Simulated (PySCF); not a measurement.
**Dipole moment and polarisability of `FC(F)(F)C1=COCCC1`**

C6H7F3O.
Numbering: `[F:1][C:2]([F:3])([F:4])[C:5]1=[CH:6][O:7][CH2:8][CH2:9][CH2:10]1` (hydrogens: H11 on C6; H12, H13 on C8; H14, H15 on C9; H16, H17 on C10)

Structure used (PBE0-D3(BJ)/def2-SVP), in Å, numbered top down from 1:
```xyz
17
C6H7F3O angstrom
F      2.887   -0.455    0.578
C      2.225    0.498   -0.101
F      2.632    0.392   -1.377
F      2.655    1.679    0.354
C      0.752    0.331    0.016
C      0.003    1.310    0.552
O     -1.327    1.278    0.677
C     -1.992    0.217    0.007
C     -1.252   -1.098    0.150
C      0.152   -0.972   -0.429
H      0.435    2.232    0.947
H     -3.000    0.174    0.441
H     -2.088    0.488   -1.061
H     -1.822   -1.896   -0.349
H     -1.195   -1.359    1.220
H      0.788   -1.804   -0.085
H      0.133   -1.033   -1.531
```

Level: CAM-B3LYP/def2-SVPD (PySCF), static field, nuclei fixed, core orbitals frozen in the response. The polarisability tensor in these axes (au):

```
x   85.80 -1.26 -3.15
y   -1.26 73.90  5.49
z   -3.15  5.49 62.79
```

Problem. What are the eigenvalues, a third of the trace, and Δα (Δα² = ½Σ(αi − αj)² over the three pairs)?

Solution. Principal values 60.30, 75.63 and 86.56 au; mean 74.16 au = 10.99 Å³ = 12.23 × 10⁻⁴⁰ C²·m²/J; Δα = 22.84 au (31 % of the mean).

Problem. What is the dipole moment, and where does it point?

Solution. (-3.13, -1.32, -0.28) D, 3.41 D in size, pointing from the negative to the positive side. Measured along this direction, the outermost atoms are F4 at the negative end and H12 at the positive end.

Problem. Directions of the eigenvectors, and the extent of the frame along each?

Solution. Largest value along (0.97, -0.17, -0.17), where the nuclei span 5.80 Å; middle along (0.22, 0.92, 0.34), 4.71 Å; least along (0.10, -0.37, 0.93), 2.87 Å. The response follows the extents in order.

Problem. What depolarisation ratio follows for Rayleigh scattering of linearly polarised light, taking the static tensor?

Solution. ρ = 3Δα²/(45ᾱ² + 4Δα²) = 1565.5/(247507 + 2087.3) = 0.00627.

Problem. Refractivity n − 1 of an ideal gas of it at 500 K and 1 atm, from the electronic α?

Solution. N = p/kT = 1.4678 × 10¹⁹ cm⁻³, so n − 1 = 2π × N × 10.99 × 10⁻²⁴ cm³ = 1014 × 10⁻⁶ at long wavelengths, for an ideal gas.

Problem. In TDDFT the mean static polarisability is Σ f/ω² over all singlet excitations (ω in hartree). How much of it do the 6 lowest give? Their energies (eV) and oscillator strengths: 6.41, 0.1610; 6.82, 0.0783; 7.63, 0.0107; 7.72, 0.0168; 7.75, 0.0085; 8.07, 0.0105.

Solution. They add up to 4.72 au, 6.4 % of the 74.16 au; the largest single term is 2.90 au, from the state at 6.41 eV. Terms in order: 2.90, 1.25, 0.14, 0.21, 0.11, 0.12 au. Higher excitations give the rest. The strengths listed sum to 0.286.

Problem. Molar refractivity from α?

Solution. Lorentz–Lorenz: R = (4π/3)N_A α = 2.5225 cm³/(mol·Å³) × 10.99 Å³ = 27.7 cm³/mol, in the limit of long wavelengths.

One conformer (not necessarily the lowest) at the PBE0-D3(BJ)/def2-SVP geometry, without solvent, vibrations or thermal averaging.
